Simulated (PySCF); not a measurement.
**C₆ coefficients of unlike pairs at PBE**

Calculated with PySCF 2.14 from the dipole response of each species, C₆(A,B) = (3/π) ∫ α_A(iu) α_B(iu) du, in atomic units, from isotropic polarisabilities. For ions this is the dispersion term alone; charge-induced terms of lower order in 1/R come first.

```json
{"species": "Cu²⁺", "configuration": "[Ar] 3d9 (2D)", "basis": "aug-cc-pwCVDZ-PP with ECP10MDF (6s6p5d3f)", "relativity": "core potential", "α (bohr³)": "2.602", "C₆ (like pair)": "6.126"}
{"species": "S²⁺", "configuration": "[Ne] 3s2 3p2 (3P)", "basis": "aug-cc-pV(D+d)Z (5s4p3d)", "relativity": "none", "α (bohr³)": "7.308", "C₆ (like pair)": "26.53"}
{"species": "Ge⁺", "configuration": "[Ar] 3d10 4s2 4p1 (2P)", "basis": "aug-cc-pVQZ-PP with ECP10MDF (7s6p5d3f2g)", "relativity": "core potential", "α (bohr³)": "19.15", "C₆ (like pair)": "109.6"}
{"species": "Nb⁺", "configuration": "[Kr] 4d4 (5D)", "basis": "aug-cc-pVDZ-PP with ECP28MDF (5s5p4d2f)", "relativity": "core potential", "α (bohr³)": "28.36", "C₆ (like pair)": "184.6"}
```

Q: Estimate C₆ for Nb⁺ with Cu²⁺.

A: The integral gives 29.11. The combination rule 2 C_A C_B / (C_A α_B/α_A + C_B α_A/α_B) gives 27.02 and the geometric mean 33.63.

No spin-orbit coupling is included.

The other pairs:

```csv
pair,C₆
"S²⁺, Cu²⁺",11.68
"Nb⁺, Ge⁺",141.4
"Ge⁺, Cu²⁺",22.00
"Ge⁺, S²⁺",52.63
"Nb⁺, S²⁺",68.00
```
